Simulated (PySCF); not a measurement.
Stepwise substitution at one centre (Ga F-Cl). All species are isolated molecules in the gas phase. Strings in code marks are SMILES.

Computed with PBE-D3(BJ)/def2-TZVP run with PySCF. All candidates: neutral, multiplicity 1. Delta-SCF ions had no search for a lower state. 

```json
{
  "HOMO–LUMO gap": "5.26 eV",
  "vertical ionisation energy (Delta-SCF)": "12.24 eV",
  "dipole_moment": "1.01 D"
}
```

**Question.** Say which member has these values.
A. `[F][Ga]([Cl])[Cl]`
B. `[Cl][Ga]([Cl])[Cl]`
C. `[F][Ga]([F])[Cl]`

**Answer.** C, `[F][Ga]([F])[Cl]`. The others give `[Cl][Ga]([Cl])[Cl]`: 4.96 eV, 10.88 eV, 0.00 D; `[F][Ga]([Cl])[Cl]`: 5.11 eV, 11.44 eV, 0.86 D
